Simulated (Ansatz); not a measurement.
Frontier orbitals of C3H5I, SMILES `C=CCI`.

```xyz
9

C    -1.405   -0.065    0.138
C    -0.198   -0.593    0.024
C     1.109    0.103   -0.109
I     1.041    2.241   -0.118
H    -2.279   -0.697    0.228
H    -1.558    1.009    0.145
H    -0.095   -1.678    0.021
H     1.778   -0.153    0.713
H     1.606   -0.166   -1.042
```

Charge 0, multiplicity 1. Correlated methods include outer-core shells of I, which these sets cover unevenly. I takes the def2 core potential. Geometry: relaxed with PBE0-D4/def2-TZVP. It is a higher conformer; a search finds a lower one. Basis def2-TZVPP, Ansatz 0.2.0.

Orbital energies of one run (eV). Highest occupied ones, from the top: -6.84, -6.90, -7.40, -9.11, -10.02, -11.56, -12.20, -13.03, -14.98, -17.81, -19.74, -22.19, -51.17, -51.17. Empty: -1.08, -0.36, 1.62, 2.61, 2.83, 2.85.

(1) Which functional gave them?
A. r2SCAN0
B. BHLYP
C. r2SCANh
D. LC-ωPBE

## Answers

(1) C. HOMO energies: r2SCANh -6.84, r2SCAN0 -7.47, LC-ωPBE -9.93, BHLYP -8.27 eV.

LC-ωPBE has ω = 0.4 bohr⁻¹.
